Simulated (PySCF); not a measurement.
# Correlation energy of Ir⁵⁹⁺ (iridium, charge +59)

Starting occupation: [Ar]. All numbers are calculated (PySCF 2.14, X2C-1e with screened-nucleus spin-orbit coupling, Gaussian nucleus, in an even-tempered Gaussian basis (17 s from 6.3 bohr⁻², ratio 2.6; 14 p from 8.2 bohr⁻², ratio 2.6; 5 d from 8.4 bohr⁻², ratio 2.8; 3 f from 130 bohr⁻², ratio 2.8)). Frozen: [Ne]; 8 electrons correlated; the 60 highest virtual spinors left out.

MP2 pair energies summed by pair of shells (mhartree):

```csv
pair,energy,share (%)
3p3/2-3p3/2,-201.32,43.7
3p1/2-3p3/2,-164.34,35.7
3p1/2-3p1/2,-41.10,8.9
3p3/2-3s1/2,-24.87,5.4
3s1/2-3s1/2,-15.19,3.3
3p1/2-3s1/2,-13.98,3.0
```

Total MP2 correlation energy: -460.80 mhartree.

The virtual space was cut to 54 spinors, which keep -445.95 of the -460.80 mhartree of MP2 correlation.

```
  level  correlation energy (mhartree)
   CCSD                        -485.28
    (T)                          -1.46
CCSD(T)                        -486.74
```

Diagnostics: T1 = 0.00015, largest double amplitude 0.033.

Question: Is a single reference adequate?

Answer: Yes: T1 lies below 0.03 and no double amplitude reaches 0.07.

The coupled-cluster values are those of the cut space; adding the MP2 remainder, -14.85 mhartree, estimates the full space.

At this charge the one-electron X2C treatment keeps the bare 1/r₁₂, with no two-electron picture change or Breit term. The effect here is smaller than on the frozen 1s shell.
